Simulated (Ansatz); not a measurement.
Ansatz (a program for electronic structure) input (B3LYP-D3(BJ)/def2-TZVP):

Ansatz 0.2 input:
```yaml
crystal:
  periodic: [false, false, false]
  atoms:
    - {symbol: Sn, position_ang: [0.00062971, 0.00084951, 0.36831415]}
    - {symbol: F, position_ang: [1.47719731, -0.88396890, -0.68255558]}
    - {symbol: F, position_ang: [0.02382513, 1.71992043, -0.68607658]}
    - {symbol: F, position_ang: [-1.50452083, -0.84067105, -0.67755757]}
basis:
  gaussian:
    orbitals: def2-TZVP
hamiltonian:
  xc: b3lyp
  dispersion: d3bj
total_charge: -1
phonons: {temperatures: {t_min: 298.15, t_max: 298.15, t_step: 100}}
```

Output:

```
Functional definition: B3LYP
integrals: 0.05 GiB planned
900 factors; their error is unknown
mean field: 0.49 GiB planned
mean field evaluation 1: about -13993.1992 eV, gradient 1.7e1 eV
mean field evaluation 2: about -13992.7884 eV, gradient 2.5e1 eV
mean field evaluation 4: about -13993.6563 eV, gradient 8.8e-1 eV
mean field evaluation 8: about -13993.7471 eV, gradient 1.2e-2 eV
mean field -13993.74711167 eV, -514.2607210513 hartree, gradient 2.2e-5 eV, S^2 0.000000; 0 other end points of the search recorded, 0 dependent functions left out
the calculation of the forces begins
reference -13993.74734898 eV, -514.2607297723 hartree; 25, 25 occupied and 118, 118 virtual orbitals, 900 factors
these checks for a lower state are left out or cut short: stability, starts, cluster_reference, orbital_swaps, neighbouring_geometries, increment
integrals: 0.05 GiB planned
900 factors; their error is unknown
mean field: 0.49 GiB planned
mean field evaluation 16: about -13993.6576 eV, gradient 3.1e-1 eV
mean field -13993.74706217 eV, -514.2607192324 hartree, gradient 1.8e-6 eV, S^2 0.000000; 0 other end points of the search recorded, 0 dependent functions left out
the calculation of the forces begins
reference -13993.74729948 eV, -514.2607279533 hartree; 25, 25 occupied and 118, 118 virtual orbitals, 900 factors
these checks for a lower state are left out or cut short: stability, starts, cluster_reference, orbital_swaps, neighbouring_geometries, increment
integrals: 0.05 GiB planned
900 factors; their error is unknown
mean field: 0.49 GiB planned
mean field -13993.74706035 eV, -514.2607191655 hartree, gradient 1.8e-6 eV, S^2 0.000000; 0 other end points of the search recorded, 0 dependent functions left out
the calculation of the forces begins
reference -13993.74729766 eV, -514.2607278865 hartree; 25, 25 occupied and 118, 118 virtual orbitals, 900 factors
these checks for a lower state are left out or cut short: stability, starts, cluster_reference, orbital_swaps, neighbouring_geometries, increment
integrals: 0.05 GiB planned
900 factors; their error is unknown
mean field: 0.49 GiB planned
mean field evaluation 32: about -13993.6576 eV, gradient 3.0e-1 eV
mean field -13993.74705733 eV, -514.2607190544 hartree, gradient 1.8e-6 eV, S^2 0.000000; 0 other end points of the search recorded, 0 dependent functions left out
the calculation of the forces begins
reference -13993.74729461 eV, -514.2607277744 hartree; 25, 25 occupied and 118, 118 virtual orbitals, 900 factors
these checks for a lower state are left out or cut short: stability, starts, cluster_reference, orbital_swaps, neighbouring_geometries, increment
integrals: 0.05 GiB planned
900 factors; their error is unknown
mean field: 0.49 GiB planned
mean field -13993.74705526 eV, -514.2607189782 hartree, gradient 1.8e-6 eV, S^2 0.000000; 0 other end points of the search recorded, 0 dependent functions left out
the calculation of the forces begins
reference -13993.74729259 eV, -514.2607277002 hartree; 25, 25 occupied and 118, 118 virtual orbitals, 900 factors
these checks for a lower state are left out or cut short: stability, starts, cluster_reference, orbital_swaps, neighbouring_geometries, increment
integrals: 0.05 GiB planned
900 factors; their error is unknown
mean field: 0.49 GiB planned
mean field -13993.74709756 eV, -514.2607205329 hartree, gradient 1.8e-6 eV, S^2 0.000000; 0 other end points of the search recorded, 0 dependent functions left out
the calculation of the forces begins
reference -13993.74733488 eV, -514.2607292541 hartree; 25, 25 occupied and 118, 118 virtual orbitals, 900 factors
these checks for a lower state are left out or cut short: stability, starts, cluster_reference, orbital_swaps, neighbouring_geometries, increment
integrals: 0.05 GiB planned
900 factors; their error is unknown
mean field: 0.49 GiB planned
mean field -13993.74706237 eV, -514.2607192397 hartree, gradient 1.8e-6 eV, S^2 0.000000; 0 other end points of the search recorded, 0 dependent functions left out
the calculation of the forces begins
reference -13993.74729968 eV, -514.2607279605 hartree; 25, 25 occupied and 118, 118 virtual orbitals, 900 factors
these checks for a lower state are left out or cut short: stability, starts, cluster_reference, orbital_swaps, neighbouring_geometries, increment
integrals: 0.05 GiB planned
900 factors; their error is unknown
mean field: 0.49 GiB planned
mean field evaluation 64: about -13993.7471 eV, gradient 1.9e-1 eV
mean field -13993.74710276 eV, -514.2607207240 hartree, gradient 1.8e-6 eV, S^2 0.000000; 0 other end points of the search recorded, 0 dependent functions left out
the calculation of the forces begins
reference -13993.74734008 eV, -514.2607294453 hartree; 25, 25 occupied and 118, 118 virtual orbitals, 900 factors
these checks for a lower state are left out or cut short: stability, starts, cluster_reference, orbital_swaps, neighbouring_geometries, increment
integrals: 0.05 GiB planned
900 factors; their error is unknown
mean field: 0.49 GiB planned
mean field -13993.74710281 eV, -514.2607207256 hartree, gradient 1.8e-6 eV, S^2 0.000000; 0 other end points of the search recorded, 0 dependent functions left out
the calculation of the forces begins
reference -13993.74734011 eV, -514.2607294463 hartree; 25, 25 occupied and 118, 118 virtual orbitals, 900 factors
these checks for a lower state are left out or cut short: stability, starts, cluster_reference, orbital_swaps, neighbouring_geometries, increment
integrals: 0.05 GiB planned
900 factors; their error is unknown
mean field: 0.49 GiB planned
mean field -13993.74710967 eV, -514.2607209779 hartree, gradient 1.8e-6 eV, S^2 0.000000; 0 other end points of the search recorded, 0 dependent functions left out
the calculation of the forces begins
reference -13993.74734698 eV, -514.2607296990 hartree; 25, 25 occupied and 118, 118 virtual orbitals, 900 factors
these checks for a lower state are left out or cut short: stability, starts, cluster_reference, orbital_swaps, neighbouring_geometries, increment
integrals: 0.05 GiB planned
900 factors; their error is unknown
mean field: 0.49 GiB planned
mean field -13993.74710817 eV, -514.2607209227 hartree, gradient 1.8e-6 eV, S^2 0.000000; 0 other end points of the search recorded, 0 dependent functions left out
the calculation of the forces begins
reference -13993.74734548 eV, -514.2607296436 hartree; 25, 25 occupied and 118, 118 virtual orbitals, 900 factors
these checks for a lower state are left out or cut short: stability, starts, cluster_reference, orbital_swaps, neighbouring_geometries, increment
integrals: 0.05 GiB planned
900 factors; their error is unknown
mean field: 0.49 GiB planned
mean field evaluation 96: about -13993.7471 eV, gradient 1.8e-6 eV
mean field -13993.74709944 eV, -514.2607206020 hartree, gradient 1.8e-6 eV, S^2 0.000000; 0 other end points of the search recorded, 0 dependent functions left out
the calculation of the forces begins
reference -13993.74733676 eV, -514.2607293233 hartree; 25, 25 occupied and 118, 118 virtual orbitals, 900 factors
these checks for a lower state are left out or cut short: stability, starts, cluster_reference, orbital_swaps, neighbouring_geometries, increment
integrals: 0.05 GiB planned
900 factors; their error is unknown
mean field: 0.49 GiB planned
mean field -13993.74706065 eV, -514.2607191764 hartree, gradient 1.8e-6 eV, S^2 0.000000; 0 other end points of the search recorded, 0 dependent functions left out
the calculation of the forces begins
reference -13993.74729795 eV, -514.2607278970 hartree; 25, 25 occupied and 118, 118 virtual orbitals, 900 factors
these checks for a lower state are left out or cut short: stability, starts, cluster_reference, orbital_swaps, neighbouring_geometries, increment
integrals: 0.05 GiB planned
900 factors; their error is unknown
mean field: 0.49 GiB planned
mean field -13993.74709587 eV, -514.2607204707 hartree, gradient 1.8e-6 eV, S^2 0.000000; 0 other end points of the search recorded, 0 dependent functions left out
the calculation of the forces begins
reference -13993.74733319 eV, -514.2607291922 hartree; 25, 25 occupied and 118, 118 virtual orbitals, 900 factors
these checks for a lower state are left out or cut short: stability, starts, cluster_reference, orbital_swaps, neighbouring_geometries, increment
integrals: 0.05 GiB planned
900 factors; their error is unknown
mean field: 0.49 GiB planned
mean field -13993.74709724 eV, -514.2607205211 hartree, gradient 1.8e-6 eV, S^2 0.000000; 0 other end points of the search recorded, 0 dependent functions left out
the calculation of the forces begins
reference -13993.74733454 eV, -514.2607292416 hartree; 25, 25 occupied and 118, 118 virtual orbitals, 900 factors
Total energy: -13993.84166845 eV, -514.2641959490 hartree
Atom 0 at     0.000630     0.000850     0.368314 Å, force     0.000341    -0.000205    -0.000460 eV/Å
Atom 1 at     1.477197    -0.883969    -0.682556 Å, force    -0.000532     0.000318     0.000315 eV/Å
Atom 2 at     0.023825     1.719920    -0.686077 Å, force     0.000190     0.000103     0.000072 eV/Å
Atom 3 at    -1.504521    -0.840671    -0.677558 Å, force     0.000000    -0.000216     0.000073 eV/Å
Dipole moment:     0.001292     0.001744     0.756077 e Å
Vibrations: 160.28 160.53 199.53 475.05 475.08 506.58 cm⁻¹, zero-point energy 0.122561 eV
```
